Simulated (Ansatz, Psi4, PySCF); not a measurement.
C4H10Be, charge -1, doublet, at a GFN2-xTB geometry (such geometries of metal compounds can be far from the true shape) (a state made from the parent by changing its charge; the spin is typed, not shown lowest) (in this run its highest filled SCF level lies above zero, so its values depend strongly on the basis, on diffuse functions most of all). Base run: PySCF with R2SCAN/6-31G*.

Here is a job for PySCF.
```python
from pyscf import gto, scf, dft

mol = gto.Mole()
mol.atom = '''
    Be    0.884952    0.428305   -0.380155
    C     1.396622   -0.607685    1.052057
    C     0.951478   -1.935142    0.465543
    H     0.828454   -0.443111    1.983292
    H     2.448419   -0.719556    1.380320
    H     1.513029   -2.151053   -0.450025
    H    -0.100181   -1.884385    0.189914
    H     1.073238   -2.810305    1.134468
    C    -0.984155    0.556701   -0.462770
    C    -1.581677    1.890749   -0.900503
    H    -1.399396    0.331771    0.533837
    H    -1.416193   -0.221574   -1.121404
    H    -1.258363    2.140552   -1.915693
    H    -1.234947    2.695691   -0.246471
    H    -2.687477    1.921014   -0.893575
'''
mol.basis = '6-31g*'
mol.charge = -1
mol.spin = 1
mol.verbose = 3
mol.build()

mf = dft.UKS(mol)
mf.xc = 'r2scan'
mf.kernel()
```

The same geometry, method and basis name were run in Ansatz (an electronic-structure program) and Psi4 and PySCF, at each program's defaults and at the settings that a row names. The base is PySCF at its defaults. Differences at the defaults can come from grids, fitting, cores and function types together.

| code and settings | ΔE vs base (µEh) | basis functions | E (Eh) | SCF cycles |
|---|---|---|---|---|
| PySCF, defaults (exact integrals, its default grid, spherical functions) | 0.0 | 90 | -172.99840 | 10 |
| Psi4, defaults (density fitting with its default set, its default grid, Cartesian functions) | -1723 | 95 | -173.00013 | 10 |
| Ansatz, defaults (factorised integrals, its default grid, Cartesian functions) | -1567 | 95 | -172.99997 | - |
| PySCF, density fitting with def2-universal-jkfit | -106 | 90 | -172.99851 | 10 |
| PySCF, fine grid | -29.7 | 90 | -172.99843 | 10 |
| Psi4, exact integrals, spherical functions, fine grid | -18.4 | 90 | -172.99842 | 15 |
| Ansatz, high accuracy, Cartesian functions as the basis file defines them | -1569 | 95 | -172.99997 | - |

Open shells are given as the SCF converged; they aren't shown to be the lowest states, and a large step between rows can be another state.
